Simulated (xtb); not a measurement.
lanthanum atom (La), doublet (GFN-xTB shapes and energies of metal compounds can be far from the true ones). Base run: xtb 6.7.1 with GFN2-xTB.

Input for xtb:
```
$ xtb mol.xyz --gfn 2 --uhf 1 --json

# file mol.xyz
1

La     0.00000000     0.00000000     0.00000000
```

Variants of this job, named by their change:

```csv
change,ΔE vs base (mEh),G_solv (kcal/mol),SCF cycles
base,0.000,-,45
alpb = dmso,7.195,4.51,45
acc = 30,0.000,-,30
acc = 1000,0.000,-,14
alpb = acetone,5.924,3.72,45
acc = 0.1,0.000,-,55
```

ALPB and GBSA are two models with their own fitted parameters for each solvent, which aren't always the measured dielectric constant.
